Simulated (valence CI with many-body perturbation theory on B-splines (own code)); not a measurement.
Level structure of Hf²²⁺

Computed by relativistic CI+MBPT: four valence electrons over a frozen Dirac-Fock core [Kr] 4d10, radial functions for each j: 7 s, 7 p, 7 d, 7 f, 4 g, 2 h, with the one-electron correlation potential Σ1 (screened to all orders), the two-electron term Σ2, the three-electron term Σ3, Breit, model QED; selected single and double excitations, second order for the rest, scaled by the run's own slope (own B-spline code, finite nucleus).

No measured spectrum was set against this ion. As an estimate, terms of the open shell hold to a few per cent of their energy, and close levels can change places.

Levels 181 to 199 of 199, with energies above the lowest level, 4f4 5I_4. "Leading %" is the weight of the configuration and term that name the level; weights of strongly mixed levels are sums over their largest components and can fall short. In the jj column 3d3/2^4 stands for four electrons in 3d with j = 3/2.

| No. | Configuration | Term | J | E (eV) | Leading % | Second component | g | Leading jj |
| --- | --- | --- | --- | --- | --- | --- | --- | --- |
| 181 | 4f3.5s | 1F° | 3 | 88.95 | 72 | 7 % 4f3.5s 3F° | 1.019 | 4f5/2 4f7/2^2 5s (54 %) |
| 182 | 4f3.5s | 3G° | 5 | 89.60 | 93 | 4 % 4f3.5s 1H° | 1.186 | 4f5/2 4f7/2^2 5s (75 %) |
| 183 | 4f3.5s | 3G° | 4 | 89.78 | 88 | 5 % 4f3.5s 1G° | 1.044 | 4f5/2 4f7/2^2 5s (64 %) |
| 184 | 4f3.5s | 3G° | 3 | 90.10 | 88 | 7 % 4f3.5s 1F° | 0.781 | 4f5/2 4f7/2^2 5s (43 %) |
| 185 | 4f3.5s | 1G° | 4 | 90.79 | 88 | 6 % 4f3.5s 3F° | 1.014 | 4f5/2 4f7/2^2 5s (56 %) |
| 186 | 4f3.5s | 3F° | 4 | 96.32 | 92 |  | 1.236 | 4f7/2^3 5s (42 %) |
| 187 | 4f3.5s | 3F° | 3 | 96.59 | 83 | 11 % 4f3.5s 1F° | 1.062 | 4f5/2 4f7/2^2 5s (36 %) |
| 188 | 4f3.5s | 3F° | 2 | 97.00 | 99 |  | 0.666 | 4f5/2 4f7/2^2 5s (85 %) |
| 189 | 4f3.5s | 1F° | 3 | 97.70 | 86 | 12 % 4f3.5s 3F° | 1.008 | 4f5/2 4f7/2^2 5s (69 %) |
| 190 | 4f3.5p | 5K | 5 | 110.36 | 59 | 32 % 4f3.5p 3I | 0.746 | 4f5/2^3 5p1/2 (83 %) |
| 191 | 4f3.5p | 3H | 4 | 111.46 | 44 | 38 % 4f3.5p 5I | 0.751 | 4f5/2^3 5p1/2 (77 %) |
| 192 | 4f3.5p | 5K | 6 | 112.70 | 56 | 15 % 4f3.5p 3I | 0.942 | 4f5/2^2 4f7/2 5p1/2 (93 %) |
| 193 | 4f3.5p | 5I | 5 | 113.15 | 35 | 29 % 4f3.5p 3H | 0.989 | 4f5/2^2 4f7/2 5p1/2 (90 %) |
| 194 | 4f3.5p | 5G | 2 | 114.56 | 50 | 33 % 4f3.5p 3F | 0.581 | 4f5/2^3 5p1/2 (74 %) |
| 195 | 4f3.5p | 5K | 7 | 114.65 | 39 | 24 % 4f3.5p 3K | 1.065 | 4f5/2 4f7/2^2 5p1/2 (59 %) |
| 196 | 4f3.5p | 5H | 6 | 114.90 | 39 | 24 % 4f3.5p 5I | 1.130 | 4f5/2 4f7/2^2 5p1/2 (68 %) |
| 197 | 4f3.5p | 3D | 1 | 115.10 | 46 | 30 % 4f3.5p 5F | 0.581 | 4f5/2^3 5p1/2 (74 %) |
| 198 | 4f3.5p | 3I | 5 | 115.59 | 29 | 12 % 4f3.5p 3H | 0.977 | 4f5/2^2 4f7/2 5p1/2 (80 %) |
| 199 | 4f3.5p | 3H | 4 | 115.88 | 27 | 14 % 4f3.5p 3F | 1.033 | 4f5/2^2 4f7/2 5p1/2 (78 %) |

Names give the largest LS component (configuration and term), which can be under half, so a name can repeat, a term be missing and a line seem to break the LS rules; names also repeat where a configuration has a term twice.
